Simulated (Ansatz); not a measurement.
`CCCCCCCBr` + propane → `CCCCCCCCC` + `CBr`  (formal exchange of groups at a C–C bond)

Isolated molecules relaxed with PBE0-D4/def2-TZVP in Ansatz; ΔE leaves out vibrations. CBS: MP2 limit from def2 TZ/QZ plus the TZ coupled-cluster correction, frozen cores. Functionals use def2-TZVPP. B3LYP here is the variant with VWN-RPA as its local correlation; programs differ in this. For Br outer-core shells are correlated without core-valence functions, which leaves a few kJ/mol of doubt a bond. Scalar relativity is left out up to krypton. Each species was taken in one conformer, which may not be the lowest.

| level | ΔE (kcal/mol) |
| --- | --- |
| PBE-D4 | 4.9 |
| PBE0 | 5.4 |
| B3LYP | 5.7 |
| SCS-MP2/def2-TZVPP | 5.1 |
| CCSD/def2-TZVPP | 4.8 |
| MP2/def2-QZVPP | 5.4 |
| HF/CBS(def2) | 5.5 |
| MP2/CBS(def2) | 5.6 |

(1) What does CCSD(T)/CBS give? (Best estimate.)

Largest T1 diagnostic among the species: 0.009.

Answers

(1) Ansatz gave: +5.1 kcal/mol. The listed levels differ from it by -0.2, 0.3, 0.6, 0.0, -0.3, 0.3, 0.4, 0.5 kcal/mol.

The D4 term adds −0.8 kcal/mol with B3LYP and −0.6 kcal/mol with PBE0; it sums over pairs of atoms, weighted by their polarisabilities, and B3LYP, whose exchange is more repulsive, gets the larger term.
